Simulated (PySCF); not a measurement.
Input and output of a TDDFT job on [AlI4]-, `[I][Al-]([I])([I])[I]`.

Level of theory: TDDFT B3LYP/def2-SVPD, vertical, gas phase, core orbitals frozen in the response, def2 core potentials past Kr (PySCF 2.14.0, density-fitted response routines).

Input of the driver that calls PySCF (job settings, then Cartesian coordinates in Å):

```
{"job": {"kind": "uv", "xc": "B3LYP", "basis": "def2-SVPD", "ip": false, "nstates": 15}, "charge": -1, "multiplicity": 1}
Al     0.0165    -0.0216    -0.0128
I      0.0136    -0.0487     2.5399
I      2.4216    -0.0422    -0.8741
I     -1.1609     2.0872    -0.8398
I     -1.2159    -2.0852    -0.8754
```

Output:

```
coarse grid: 38456 points
cycle   1  E = -1428.3436767846  dE = -1.225e+02  |g| = 5.843e+00  |ddm| = 2.192e+01
cycle   2  E = -1425.9696024263  dE =  2.374e+00  |g| = 5.292e+00  |ddm| = 2.187e+02
cycle   3  E = -1433.5148382191  dE = -7.545e+00  |g| = 9.645e-01  |ddm| = 2.209e+02
cycle   4  E = -1433.6007271418  dE = -8.589e-02  |g| = 8.928e-01  |ddm| = 3.118e+00
cycle   5  E = -1433.9062202581  dE = -3.055e-01  |g| = 1.337e-01  |ddm| = 1.431e+00
cycle   6  E = -1433.9118388509  dE = -5.619e-03  |g| = 2.854e-02  |ddm| = 2.659e-01
cycle   7  E = -1433.9121014786  dE = -2.626e-04  |g| = 9.367e-03  |ddm| = 6.672e-02
cycle   8  E = -1433.9121314767  dE = -3.000e-05  |g| = 5.649e-04  |ddm| = 1.698e-02
cycle   9  E = -1433.9121315818  dE = -1.051e-07  |g| = 2.597e-04  |ddm| = 1.284e-03
final grid: 68072 points
cycle  10  E = -1433.9121516364  dE = -3.137e-08  |g| = 2.737e-04  |ddm| = 1.748e-03
cycle  11  E = -1433.9121516308  dE =  5.623e-09  |g| = 2.985e-04  |ddm| = 8.146e-04
cycle  12  E = -1433.9121516660  dE = -3.527e-08  |g| = 8.453e-06  |ddm| = 4.182e-04
cycle  13  E = -1433.9121516660  dE = -1.910e-11  |g| = 4.195e-06  |ddm| = 2.095e-05
converged SCF energy = -1433.9121516660

Static polarisability (au): isotropic 190.733, principal 190.519 190.746 190.934

Singlet excitations
state   eV       nm        f      main configurations
  1   4.4897    276.2   0.00000   H->L 0.97
  2   4.4919    276.0   0.00000   H-1->L 0.97
  3   4.4934    275.9   0.00000   H-2->L 0.98
  4   5.0251    246.7   0.12460   H-3->L 0.96
  5   5.0267    246.7   0.12498   H-4->L 0.96
  6   5.0300    246.5   0.12608   H-5->L 0.96
  7   5.1509    240.7   0.00001   H-6->L 0.93
  8   5.1564    240.4   0.00001   H-7->L 0.92
  9   5.5415    223.7   0.00003   H->L+4 0.83
 10   5.5441    223.6   0.00001   H-1->L+4 0.83
 11   5.5456    223.6   0.00005   H-2->L+4 0.83
 12   5.6073    221.1   0.00223   H->L+3 0.50, H->L+2 0.13, H-1->L+1 0.13
 13   5.6101    221.0   0.00244   H-1->L+3 0.22, H-2->L+2 0.21, H-2->L+1 0.16
 14   5.6128    220.9   0.04488   H-1->L+1 0.36, H-1->L+2 0.21, H->L+3 0.19
 15   5.6140    220.8   0.04743   H->L+2 0.23, H-2->L+1 0.14, H-2->L+3 0.14

Triplet excitations (Tamm-Dancoff, eV): 4.3191 4.3211 4.3226 4.7282
```

The SCF starts on a coarse grid; the energy jumps when the final grid takes over, and dE counts afresh there. The run used 164 basis functions and 13 SCF iterations for the ground state.

Time: 61 s wall (grids of density and orbitals included); peak memory 0.80 GiB. Hardware: an Intel Xeon at 2.70 GHz with one thread, shared host with 64 logical CPUs at a one-minute load of 60.

Problem. What frontier levels did the ground state of this run have?

Solution. HOMO -3.35 eV, LUMO 1.90 eV.

Geometry: PBE0-D3(BJ)/def2-SVP; no solvent, vibrations or thermal averaging. Atoms past krypton carry effective core potentials; spin–orbit coupling is left out. The geometry's basis has no diffuse functions, a weakness for an anion.
